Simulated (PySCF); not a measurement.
# Worked example: dipole moment from atomic charges

In(H)(vinyl)(OH) (C2H5InO), SMILES C=[CH][InH][OH]. Atoms are numbered in the order given.

```xyz
9

In    -0.3021    -0.4494     0.0000
H     -1.4150    -1.7530     0.0000
C     -0.4958     1.6844     0.0000
C      0.5812     2.4785     0.0000
H     -1.4868     2.1550     0.0000
H      0.5038     3.5737     0.0000
H      1.6035     2.0811     0.0000
O      1.6042    -1.0809     0.0000
H      2.2509    -0.3672     0.0000
```

Geometry: PBE0-D3(BJ)/def2-SVP. The structure was generated by enumeration; whether it is a known compound was not checked. The def2 effective core potentials stand for the cores of In; spin–orbit coupling is left out. Other conformers were not sampled.

Charges (e) from M06-2X/def2-TZVP (PySCF):

```tsv
atom	ESP fit	Mulliken
In1	0.966	0.840
H2	-0.232	-0.074
C3	-0.562	-0.449
C4	-0.201	-0.249
H5	0.192	0.144
H6	0.155	0.134
H7	0.119	0.109
O8	-0.820	-0.761
H9	0.383	0.306
```

The dipole moment of the full density is 2.66 D.

What dipole moment does each set of point charges give, and which comes closer to that of the density?


μ = Σ q r, and 1 e Å = 4.8032 D.
ESP fit: Σ q r = (-0.272, 0.489, 0.000) e Å, |μ| = 2.69 D.
Mulliken: Σ q r = (-0.575, 0.105, 0.000) e Å, |μ| = 2.81 D.
ESP fit comes closer in size. Point charges leave out the atoms' own dipoles (lone pairs, polarised bonds); fits to the potential absorb them, partitions of the density don't.
